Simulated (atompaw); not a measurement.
Cutoff test, As (Z = 33), PAW (atompaw)

```json
{
 "Element": "arsenic (As)",
 "Generator": "atompaw 4.2.0.5",
 "Type": "PAW",
 "Functional": "PBEsol",
 "Relativity": "scalar-relativistic",
 "Frozen core": "[Ne] 3s2",
 "Valence charge": "21",
 "Reference configuration": "3p6 3d10 4s2 4p1 (charge +2)",
 "Partial waves": "4s (bound): rc 1.65 bohr; 4s channel at -0.2 Ry: rc 1.65 bohr; 3p (bound): rc 0.65 bohr; 4p (bound): rc 1.30 bohr; 3d (bound): rc 1.30 bohr; 3d channel at -2.4 Ry: rc 1.30 bohr",
 "Local potential": "bessel scheme, radius 1.35 bohr",
 "Core correction": "smooth core density matched at 0.95 bohr",
 "Augmentation charge": "sinc compensation charge, radius 1.20 bohr; PAW radius 1.65 bohr; waves and projectors: custom rrkj gramschmidtortho"
}
```

The pseudo-atom Hamiltonian at the reference potential is diagonalised in spherical Bessel functions j_l(qr) that vanish at 20 bohr, with q² up to the cutoff. All-electron valence levels (Ry): 4s -2.4615, 3p -11.3809, 4p -1.6682, 3d -4.5537.

**Question.** How do the lowest levels (Ry) of each channel move with the cutoff, and are there ghosts?

**Answer.**

```
cutoff (Ry)     s #1      p #1     p #2     p #3     d #1     d #2     f #1  Σ f·Δε (mRy)
          8  -2.4492   -1.6392  -0.5681  -0.2830  -1.5008  -0.4682  -0.2960       89030.4
         25  -2.4614   -1.6670  -0.5744  -0.2852  -4.1423  -0.6433  -0.2966       62396.1
         50  -2.4616   -8.2736  -1.6678  -0.5753  -4.5436  -0.6767  -0.2966       18742.8
        100  -2.4616  -11.1958  -1.6681  -0.5757  -4.5535  -0.7233  -0.2966        1110.5
        180  -2.4616  -11.3775  -1.6681  -0.5757  -4.5537  -0.7245  -0.2966          17.7
        400  -2.4616  -11.3804  -1.6682  -0.5757  -4.5537  -0.7247  -0.2966           0.0
```

Result: no extra level below or beside the all-electron valence levels (s, p, d, f tested); 10 mRy is reached at 200 Ry and 1 mRy at over 300 Ry.
